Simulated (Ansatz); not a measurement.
Reaction (ligand exchange at the Si–C bond): `C[SiH2][CH2][GeH3]` + `C=C(O)F` → `C=C(F)O[SiH2]C` + `[CH3][GeH3]`

Program: Ansatz. Geometries: PBE0-D4/def2-TZVP. ΔE: electronic, gas phase. CCSD(T)/CBS is the MP2 limit (def2-TZVPP, def2-QZVPP) plus CCSD(T) − MP2 in def2-TZVPP, frozen cores. Functionals use def2-TZVPP. B3LYP here is the variant with VWN-RPA as its local correlation; programs differ in this. For Ge outer-core shells are correlated without core-valence functions, which leaves a few kJ/mol of doubt a bond. Scalar relativity is left out up to krypton. Each species was taken in one conformer, which may not be the lowest.

CCSD(T)/CBS gives -89.9 kJ/mol.

Q: Another level gave -91.4 kJ/mol. Which?
A. PBE0-D4/def2-TZVPP
B. HF/def2-TZVPP
C. B3LYP-D4/def2-TZVPP
D. CCSD(T)/def2-TZVPP

A: D. CCSD(T)/def2-TZVPP -91.4, B3LYP-D4 -96.1, HF/def2-TZVPP -110.3, PBE0-D4 -83.7 kJ/mol.

Largest T1 diagnostic among the species: 0.012.

In def2-TZVPP, CCSD(T) changes the Hartree–Fock value by +18.9 kJ/mol (the triples alone add +2.2 kJ/mol) and MP2 by +18.4 kJ/mol. The D4 term adds +3.9 kJ/mol with B3LYP and +2.1 kJ/mol with PBE0; it sums over pairs of atoms, weighted by their polarisabilities, and B3LYP, whose exchange is more repulsive, gets the larger term.
